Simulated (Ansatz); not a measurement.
Computed with Ansatz on PBE0-D4/def2-TZVP structures; ΔE is electronic, products minus reactants. CCSD(T)/CBS is the MP2 limit (def2-TZVPP, def2-QZVPP) plus CCSD(T) − MP2 in def2-TZVPP, frozen cores. Functionals use def2-TZVPP. For Ga, Se outer-core shells are correlated without core-valence functions, which leaves a few kJ/mol of doubt a bond. Scalar relativity is left out up to krypton. One conformer a species, not always the lowest.

Reaction (ligand exchange at a B–N bond): `B[NH][AlH][SeH]` + `[SH][GaH][Cl]` → `B[S][GaH][Cl]` + `[NH2][AlH][SeH]`

| level | ΔE (kJ/mol) | difference from CCSD(T)/CBS |
| --- | --- | --- |
| r2SCANh-D4 | 42.1 | -0.2 |
| r2SCAN0 | 43.0 | 0.7 |
| MP2/def2-SVP | 53.5 | 11.2 |
| CCSD/def2-SVP | 56.5 | 14.2 |
| HF/def2-TZVPP | 52.0 | 9.7 |
| MP2/def2-TZVPP | 41.9 | -0.4 |
| SCS-MP2/def2-TZVPP | 44.9 | 2.6 |
| CCSD/def2-TZVPP | 46.6 | 4.3 |
| SCS-MP2/def2-QZVPP | 43.5 | 1.2 |
| CCSD/CBS(def2) | 44.0 | 1.7 |
| CCSD(T)/CBS | 42.3 | 0 |

Largest T1 diagnostic among the species: 0.013.

In def2-TZVPP, CCSD(T) changes the Hartree–Fock value by −7.1 kJ/mol (the triples alone add −1.7 kJ/mol) and MP2 by −10.1 kJ/mol. At CCSD(T), def2-SVP lies +13.5 kJ/mol from the extrapolated value and def2-TZVPP +2.6 kJ/mol. From BLYP to BHLYP (50 % exact exchange), in def2-TZVPP and without D4, ΔE moves by +3.3 kJ/mol.

CCSD(T)/CBS has its own doubt, a few kJ/mol and more with outer-core shells, so smaller differences from it don't rank the levels.
